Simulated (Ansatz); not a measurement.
`CC1(S)[SiH2]S1` + H–F → `CC1(F)[SiH2]S1` + H₂S  (substitution at a C–S bond)

Isolated molecules relaxed with PBE0-D4/def2-TZVP in Ansatz; ΔE leaves out vibrations. CCSD(T)/CBS is the MP2 limit (def2-TZVPP, def2-QZVPP) plus CCSD(T) − MP2 in def2-TZVPP, frozen cores. This one scheme is used for every species. Functionals use def2-TZVPP. B3LYP here is the variant with VWN-RPA as its local correlation; programs differ in this. Each species was taken in one conformer, which may not be the lowest.

`CC1(S)[SiH2]S1`:

```xyz
11

C    -0.527    1.247    0.051
C     0.040   -0.112   -0.284
S     1.066   -0.163   -1.743
Si    0.510   -1.315    1.048
S    -1.214   -1.510   -0.103
H    -1.077    1.224    0.994
H    -1.215    1.581   -0.731
H     0.280    1.980    0.127
H     0.120    0.181   -2.638
H     1.639   -2.241    0.824
H     0.378   -0.872    2.454
```

H–F:

Z-matrix (Å, degrees):
```
F
H 1 0.920
```

`CC1(F)[SiH2]S1`:

Cartesian coordinates in Å:
```
C -0.189 0.955 -1.011
C -0.259 0.305 0.336
F -1.373 0.745 1.011
Si 0.376 -1.385 0.783
S 1.276 0.411 1.375
H -1.096 0.725 -1.576
H 0.675 0.594 -1.568
H -0.110 2.040 -0.906
H -0.362 -2.176 1.790
H 1.061 -2.215 -0.235
```

H₂S:

Cartesian coordinates in Å:
```
S -0.407 0.467 -0.023
H 0.762 0.222 -0.633
H -0.355 -0.689 0.656
```

```tsv
level	ΔE (kcal/mol)
r2SCAN-D4	5.8
B3LYP	3.4
HF/def2-TZVPP	3.1
CCSD(T)/def2-TZVPP	9.2
```

Question: What does CCSD(T)/CBS give? (Estimate.)

Answer: Computed: +10.7 kcal/mol. The listed levels differ from it by -4.9, -7.3, -7.6, -1.5 kcal/mol.

Largest T1 diagnostic among the species: 0.013.

From PBE to PBE0 (25 % exact exchange), in def2-TZVPP and without D4, ΔE moves by +1.4 kcal/mol. The D4 term adds +3.4 kcal/mol with B3LYP and +1.8 kcal/mol with PBE0; it sums over pairs of atoms, weighted by their polarisabilities, and B3LYP, whose exchange is more repulsive, gets the larger term. In def2-TZVPP, CCSD(T) changes the Hartree–Fock value by +6.1 kcal/mol (the triples alone add +1.0 kcal/mol) and MP2 by +10.7 kcal/mol.
